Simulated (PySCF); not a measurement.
C$_{4}$H$_{12}$GaNO, singlet, geometry from GFN2-xTB (such geometries of metal compounds can be far from the true shape), atoms displaced at random by about 0.08 Å a coordinate; PBE/STO-3G, gradient run with PySCF.

Here is a job for PySCF.
```python
from pyscf import gto, scf, dft

mol = gto.Mole()
mol.atom = '''
    Ga    0.30385788   -0.31533779    0.09579486
    C     2.11355914   -0.78627025    1.00115772
    H     1.89370265   -1.67364435    1.92654046
    H     2.76037695    0.04335398    1.23565944
    H     2.66733898   -1.37664362    0.18586118
    O     0.42386507   -0.77559307   -1.73258093
    C    -0.42777233   -0.95609396   -2.76207964
    H    -0.04379458   -0.21855097   -3.45418661
    H    -0.06416161   -1.96101139   -3.04562083
    H    -1.49365970   -0.94321294   -2.77419547
    N    -0.95773768    0.83212374    0.77863805
    C    -2.19313025    1.35994064    0.18520443
    C    -0.78167371    1.35303275    2.02104078
    H    -2.96353489    1.00968743    0.63689178
    H    -2.17865097    2.28561049    0.09905402
    H    -1.90995445    0.96862360   -0.81208953
    H    -0.66212244    2.49052383    2.13293285
    H    -1.57635011    1.14700970    2.70068842
    H     0.25578475    1.07286641    2.69248525
'''
mol.basis = 'sto-3g'
mol.verbose = 4
mol.build()

mf = dft.RKS(mol)
mf.xc = 'pbe'
mf.kernel()
g = mf.nuc_grad_method()
grad = g.kernel()
```

Write the output that PySCF gives for this input, abridged.


```
PySCF version 2.14.0

[INPUT] verbose = 4
[INPUT] num. atoms = 19
[INPUT] num. electrons = 82
[INPUT] charge = 0
[INPUT] spin (= nelec alpha-beta = 2S) = 0
[INPUT] symmetry False subgroup None
[INPUT] Mole.unit = angstrom
[INPUT] Symbol           X                Y                Z      unit          X                Y                Z       unit  Magmom
[...]
nuclear repulsion = 566.679751570636
number of shells = 38
number of NR pGTOs = 180
number of NR cGTOs = 60
basis = sto-3g
ecp = {}

******** <class 'pyscf.dft.rks.RKS'> ********
method = RKS
initial guess = minao
damping factor = 0
level_shift factor = 0
DIIS = <class 'pyscf.scf.diis.CDIIS'>
diis_start_cycle = 1
diis_space = 8
diis_damp = 0
SCF conv_tol = 1e-09
SCF conv_tol_grad = None
SCF max_cycles = 50
direct_scf = True
direct_scf_tol = 1e-13
XC library pyscf.dft.libxc version 7.1.2
    S. Lehtola, C. Steigemann, M. J. T. Oliveira, and M. A. L. Marques,  SoftwareX 7, 1–5 (2018)
XC functionals = pbe
    J. P. Perdew, K. Burke, and M. Ernzerhof,  Phys. Rev. Lett. 77, 3865 (1996)
    J. P. Perdew, K. Burke, and M. Ernzerhof,  Phys. Rev. Lett. 78, 1396 (1997)
    J. P. Perdew, K. Burke, and M. Ernzerhof,  Phys. Rev. Lett. 77, 3865 (1996)
    J. P. Perdew, K. Burke, and M. Ernzerhof,  Phys. Rev. Lett. 78, 1396 (1997)
radial grids:
    Treutler-Ahlrichs [JCP 102, 346 (1995); DOI:10.1063/1.469408] (M4) radial grids

becke partition: Becke, JCP 88, 2547 (1988); DOI:10.1063/1.454033
pruning grids: <function nwchem_prune>
grids dens level: 3
symmetrized grids: False
atomic radii adjust function: <function treutler_atomic_radii_adjust>
small_rho_cutoff = 0
Set gradient conv threshold to 3.16228e-05
Initial guess from minao.
tot grids = 223056
init E= -2185.78924631512
[...]
cycle= 1 E= -2187.03563547921  delta_E= -1.25  |g|= 0.838  |ddm|=  5.3
[...]
cycle= 2 E= -2141.06649832565  delta_E=   46  |g|= 6.66  |ddm|= 10.7
[...]
cycle= 3 E= -2185.54780813919  delta_E= -44.5  |g|= 2.24  |ddm|= 10.4
[...]
cycle= 4 E= -2187.15041367325  delta_E= -1.6  |g|= 0.756  |ddm|= 3.54
[...]
cycle= 5 E= -2187.29833986458  delta_E= -0.148  |g|= 0.41  |ddm|= 1.96
[...]
cycle= 6 E= -2187.33534604823  delta_E= -0.037  |g|= 0.277  |ddm|= 0.668
[...]
cycle= 7 E= -2187.35043687724  delta_E= -0.0151  |g|= 0.183  |ddm|= 0.186
[...]
cycle= 8 E= -2187.35123120873  delta_E= -0.000794  |g|= 0.169  |ddm|= 0.179
[...]
cycle= 9 E= -2187.3499413576  delta_E= 0.00129  |g|= 0.177  |ddm|= 0.0243
[...]
cycle= 10 E= -2187.35461888786  delta_E= -0.00468  |g|= 0.135  |ddm|= 0.119
[...]
cycle= 11 E= -2187.36145008176  delta_E= -0.00683  |g|= 0.0461  |ddm|= 0.206
[...]
cycle= 12 E= -2187.36162348094  delta_E= -0.000173  |g|= 0.0425  |ddm|= 0.0744
[...]
cycle= 13 E= -2187.36208055741  delta_E= -0.000457  |g|= 0.0233  |ddm|= 0.0421
[...]
cycle= 14 E= -2187.36225166042  delta_E= -0.000171  |g|= 0.00736  |ddm|= 0.0467
[...]
cycle= 15 E= -2187.36227747631  delta_E= -2.58e-05  |g|= 0.000615  |ddm|= 0.0279
[...]
cycle= 16 E= -2187.36227764316  delta_E= -1.67e-07  |g|= 0.000237  |ddm|= 0.00731
[...]
cycle= 17 E= -2187.36227771122  delta_E= -6.81e-08  |g|= 0.000152  |ddm|= 0.00368
[...]
cycle= 18 E= -2187.36227772315  delta_E= -1.19e-08  |g|= 4.48e-05  |ddm|= 0.00079
[...]
cycle= 19 E= -2187.36227772395  delta_E= -8.01e-10  |g|= 1.95e-05  |ddm|= 0.000167
[...]
Extra cycle  E= -2187.36227771235  delta_E= 1.16e-08  |g|= 0.000181  |ddm|= 0.000376
SCF not converged.
SCF energy = -2187.36227771235

WARN: Ground state RKS not converged

******** <class 'pyscf.grad.rks.Gradients'> for <class 'pyscf.dft.rks.RKS'> ********
unit = Eh/Bohr
grid_response = False
--------------- RKS gradients ---------------
         x                y                z
0 Ga     0.0420604044    -0.0404239978     0.0121370555
1 C     0.0597939558     0.0920286396     0.0161653322
2 H    -0.0203675564    -0.0704722247     0.0564631353
3 H    -0.0075549318    -0.0163992272    -0.0197670326
4 H     0.0098092240    -0.0109483458    -0.0205597163
5 O    -0.0686700112    -0.0406381004    -0.1885097532
6 C    -0.0121128079     0.0293725383     0.0510078740
7 H     0.0064442083    -0.0147177344     0.0415814448
8 H     0.0183548837     0.0148358038     0.0331213844
9 H     0.0452614768    -0.0046697080    -0.0138688628
10 N    -0.1011123276     0.0969341511     0.0903896138
11 C    -0.1465863277     0.1657774873     0.1025516788
12 C    -0.1103762564    -0.0672232618    -0.1572540988
13 H     0.1406106687     0.0622411495    -0.0677769447
14 H    -0.0011404060    -0.2217681115     0.0085980419
15 H     0.0430131377    -0.0001504344     0.0117647970
16 H     0.0084256413     0.0117571687     0.0195280805
17 H     0.0346421436     0.0135535074    -0.0262837994
18 H     0.0594365818     0.0009054689     0.0507209879
----------------------------------------------
```

The run did not converge; its last values are not results.
